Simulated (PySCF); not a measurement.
Two-component Hartree-Fock for W(4+) (tungsten, charge +4)

Start: [Xe] 4f14 5d2; 5d3/2 filled at m_j = +1/2, +3/2. Calculated with PySCF 2.14 in x2c-TZVPall-2c: generalised Hartree-Fock with the X2C-1e Hamiltonian and a Gaussian nucleus; one run each with spin-orbit coupling (SO) switched off, then screened by Boettger's factors.

```tsv
spinor shell	electrons	ε, spin-free (eV)	ε, screened SO (eV)	weight of nominal j (screened SO)	rms radius, screened SO (bohr)
1s1/2	2	-69944.7	-69923.1	1.000	0.0208
2s1/2	2	-12250.6	-12243.7	1.000	0.0838
2p1/2	2	-10722.9	-11689.3	1.000	0.0713
3s1/2	2	-2917.4	-2915.0	1.000	0.214
3p1/2	2	-2457.2	-2668.4	1.000	0.206
3p3/2	4	-2457.2	-2369.7	1.000	0.221
3d3/2	4	-1921.9	-1959.3	1.000	0.195
3d5/2	6	-1921.9	-1894.7	1.000	0.199
4s1/2	2	-668.98	-668.04	1.000	0.478
4p1/2	2	-515.34	-564.62	1.000	0.486
4p3/2	4	-515.34	-494.50	1.000	0.519
4d3/2	4	-316.55	-324.16	1.000	0.544
4d5/2	6	-316.55	-310.54	1.000	0.556
5s1/2	2	-136.73	-136.43	1.000	1.14
5p1/2	2	-94.784	-103.68	0.985	1.25
4f5/2	6	-93.849	-94.709	0.995	0.666
4f7/2	8	-93.849	-92.276	0.997	0.665
5p3/2	4	-94.784	-90.730	0.988	1.33
5d3/2	2	-50.555	-50.857	0.942	1.76
```

Q: Where does 2p3/2 lie, and what is the 2p spin-orbit splitting (screened SO)?

A: At -10330.8 eV, 1358.5 eV above 2p1/2.

```
   quantity     spin-free   screened SO
E (hartree)  -16127.52689  -16146.55422
        M_J             2             2
       ⟨J²⟩         8.005         6.359
       ⟨L²⟩        12.004        11.331
       ⟨S²⟩         2.001         1.866
```

The determinant has a definite M_J but mixes levels of different J.

Each row is a mean over spinors that exchange with the open shell spreads, by up to 4.112 eV (5p1/2).

Breit and QED terms are absent; they matter most for the inner s and p1/2 levels.

Densities and radii are taken from the X2C orbitals without a picture-change correction, which distorts them close to the nucleus.

Without spin-orbit coupling the j labels of p, d and f shells carry no meaning; the spin-free column gives the mean over the occupied spinors of each nl shell, and its ⟨J²⟩ belongs to a mixture of degenerate components.
